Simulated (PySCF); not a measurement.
C₄H₁₀P₂SSi₂.
SMILES with atom numbers: `[PH2:1][SiH2:2][Si@@H:3]([PH2:4])[c:5]1[cH:6][cH:7][cH:8][s:9]1`

Cartesian coordinates in Å at the GFN2-xTB level; atoms count from 1:
```
atom  x, y, z in Å
P1     2.0526   -1.2922   -1.5113
Si2    2.5096   -0.2920    0.4486
Si3    0.7879    1.2455    0.8451
P4     0.8306    2.9106   -0.6774
C5    -0.8579    0.3365    0.7501
C6    -1.5206   -0.0860   -0.3672
C7    -2.7069   -0.7965   -0.0912
C8    -2.9348   -0.9185    1.2421
S9    -1.7070   -0.1660    2.1788
H10    0.9690   -2.0071   -1.0347
H11    2.9127   -2.3571   -1.3291
H12    3.8227    0.3333    0.2586
H13    2.6691   -1.2720    1.5318
H14    0.8273    1.9023    2.1596
H15    1.1342    2.0757   -1.7392
H16   -0.5217    2.8757   -0.9640
H17   -1.1648    0.1133   -1.3644
H18   -3.3579   -1.1954   -0.8490
H19   -3.7538   -1.4009    1.7379
```

NICS = −σ at a ghost point: NICS(0) at the centroid of the ring atoms, NICS(1) 1 Å to either side along the normal of their mean plane, zz for the tensor component along that normal. Level: GIAO PBE0/pcSseg-1 (PySCF, non-relativistic, gas phase) on the GFN2-xTB geometry, one conformer.

Ring bond lengths (Å), with Mayer bond orders in brackets: C5–C6 1.366 (1.56), C6–C7 1.410 (1.29), C7–C8 1.358 (1.57), C8–S9 1.718 (1.19), S9–C5 1.736 (1.16).

Problem. Give the NICS values of each ring in ppm.

Solution. 
| ring | type | NICS(0) | NICS(1), two faces | NICS(1)zz, two faces | rms pucker (Å) | centre to ring atoms, mean (Å) |
| --- | --- | --- | --- | --- | --- | --- |
| C5–C6–C7–C8–S9 | 5-membered ring with S; formal bonds all aromatic | -12.4 | -11.6 / -11.9 | -27.5 / -28.4 | 0.00 | 1.29 |

Problem. What can be read from them?

Solution. 
- C5–C6–C7–C8–S9: mean NICS(1)zz -27.9 ppm, shielded, aromatic by this magnetic criterion (flat ring, no four-coordinate atom).

Problem. How equal are the bonds by HOMA? HOMA = 1 − mean of α(R − Ropt)² over the ring bonds, with Krygowski's 1993 parameters (CC: Ropt 1.388 Å, α 257.7 Å⁻²; CS: Ropt 1.677 Å, α 94.09 Å⁻²).

Solution. 
- C5–C6–C7–C8–S9: HOMA 0.81; the largest term is that of S9–C5, α(R − Ropt)² = 0.33. The geometric and the magnetic index point the same way.

Problem. At the first NICS(1) probe listed for ring C5–C6–C7–C8–S9, 1 Å off the ring, how large is the induced field along the normal in 14.1 T applied along it?

Solution. NICSzz × B0 = -27.5 ppm × 14.1 T = -388 μT, against the applied field.

Problem. How shielded are the nuclei of the rings and their hydrogens (means over atoms taken as equivalent)?

Solution. 
```csv
atoms,environment,σ isotropic (ppm),"principal values of the symmetric part, first atom (ppm)"
C5,substituted aromatic carbon,43.3,"-28.9, 10.9, 148.0"
C6,aromatic CH carbon,44.5,"-46.1, 30.7, 148.9"
C7,aromatic CH carbon,54.3,"-28.5, 40.4, 150.8"
C8,aromatic CH next to a ring sulfur,45.2,"-43.9, 37.4, 142.2"
S9,thiophene-type sulfur,235.4,"67.7, 266.7, 371.8"
H17,aromatic hydrogen,24.30,"21.5, 22.7, 28.7"
H18,aromatic hydrogen,24.34,"21.0, 25.4, 26.6"
H19,aromatic hydrogen,24.21,"21.3, 23.7, 27.6"
```

Hardware: one thread of an x86-64 server, shared host. Cost: 55 s of wall time (with the writing of density and orbital grids). This is the whole shielding run at PBE0/pcSseg-1, SCF included.
